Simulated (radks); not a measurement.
Problem. Ionisation of the dysprosium ion Dy2+, [Xe] 4f10, to [Xe] 4f9 as the strength of local exchange is varied. Calculated with a radial shooting solver on a logarithmic mesh with Libxc functionals: scalar-relativistic Kohn-Sham, Slater X-alpha exchange (alpha = 2/3 is LDA exchange), no correlation, spin-polarised, spherical densities, finite nucleus; open shells are filled with parallel spins first (spin-orbit coupling, left out, can overturn this in heavy ions); Fermi nuclear charge, rms radius 5.2218 fm.

| alpha | E(Dy2+) (hartree) | exchange (hartree) | IE (eV) | -e of the level emptied (eV) | <r> of it (bohr) |
|---|---|---|---|---|---|
| 0.614 | -12121.4889 | -228.2419 | 20.941 | 12.958 (4f) | 0.9115 |
| 0.667 | -12141.2864 | -248.3863 | 22.161 | 13.995 (4f) | 0.8975 |
| 0.853 | -12211.0425 | -319.6237 | 26.773 | 18.035 (4f) | 0.8553 |
| 0.907 | -12231.3749 | -340.4628 | 28.203 | 19.315 (4f) | 0.8446 |
| 1.01 | -12270.2573 | -380.4066 | 31.038 | 21.880 (4f) | 0.8257 |
| 1.024 | -12275.5524 | -385.8556 | 31.434 | 22.241 (4f) | 0.8233 |
| x | -12269.8792 | -380.0176 | 31.009 | 21.854 (4f) | 0.8259 |

Which alpha was used in the last row?

Solution. alpha = 1.009. NIST Atomic Spectra Database: 22.89 eV (semi-empirical). The Delta-SCF value meets it near alpha = 0.70. Open shells are spherical and high-spin; term and fine-structure splittings are not resolved. Spin-orbit splitting is averaged out at the scalar-relativistic level.
